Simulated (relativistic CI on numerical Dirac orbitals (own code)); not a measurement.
Hyperfine structure of Pd XXX, mass number 105

Computed by Dirac-Coulomb-Breit CI, KLI orbitals optimised for each configuration, model QED (radiative potential, 1s self-energy scaled to tabulated hydrogen-like ionisation energies), unscaled Slater integrals (own radial code, finite nucleus).

CI space (outside the closed core [Ne]): 3s2 3p5, 3s 3p6, 3s2 3p4 3d, 3s 3p5 3d, 3p6 3d, 3s 3p4 3d2, 3s2 3p3 3d 4p, 3p6 4s, 3s2 3p4 4s, 3s 3p4 3d 4s, 3p6 4p, 3s2 3p4 4p, 3s2 3p3 3d2, 3s2 3p2 3d3, 3s 3p3 3d3, 3s2 3p2 3d2 4s, 3s2 3p2 3d2 4p. Double excitations out of closed p, d and f shells are left out; levels of such configurations are missing from the list, as are those of other unlisted configurations, and high levels can miss mixing partners.

Nuclear spin I = 5/2, μ = -0.642 μN, Q = 0.66 b (tables of Stone and Pyykkö). The electronic factors are computed for point nuclear moments, without core polarisation or the Bohr-Weisskopf and QED corrections.

```json
{"Level": "3s2 3p5 2P°_3/2", "E (cm⁻¹)": "0", "A (GHz)": "-9.864", "B (GHz)": "-47.2"}
{"Level": "3s2 3p5 2P°_1/2", "E (cm⁻¹)": "290324", "A (GHz)": "-58.62", "B (GHz)": ""}
{"Level": "3s 3p6 2S_1/2", "E (cm⁻¹)": "956780", "A (GHz)": "-111.6", "B (GHz)": ""}
{"Level": "3s2 3p4 3d 4D_5/2", "E (cm⁻¹)": "1016971", "A (GHz)": "-7.07", "B (GHz)": "-5.56"}
{"Level": "3s2 3p4 3d 2F_7/2", "E (cm⁻¹)": "1093852", "A (GHz)": "-6.143", "B (GHz)": "-0.712"}
{"Level": "3s2 3p4 3d 4F_9/2", "E (cm⁻¹)": "1101391", "A (GHz)": "-5.529", "B (GHz)": "22.8"}
{"Level": "3s2 3p4 3d 4P_1/2", "E (cm⁻¹)": "1191513", "A (GHz)": "-33.16", "B (GHz)": ""}
```

Levels with J = 0, under 50 % of one LS term, or S terms without an open s electron are left out. Small factors come from cancelling terms and can be off by tens of per cent or more.

At this charge energies of transitions that change n are usually good to better than 1 %, and those within a shell (Δn = 0) to a few per cent.

Task: Give the hyperfine levels of 3s2 3p5 2P°_1/2 relative to its centre of gravity.

Result: With K = F(F + 1) − I(I + 1) − J(J + 1), E = AK/2: F = 2: 102.6, F = 3: -73.27 GHz.

LS names give the leading component of a level, which can be under half, so a name can repeat, a term be missing and a line seem to break the LS rules.
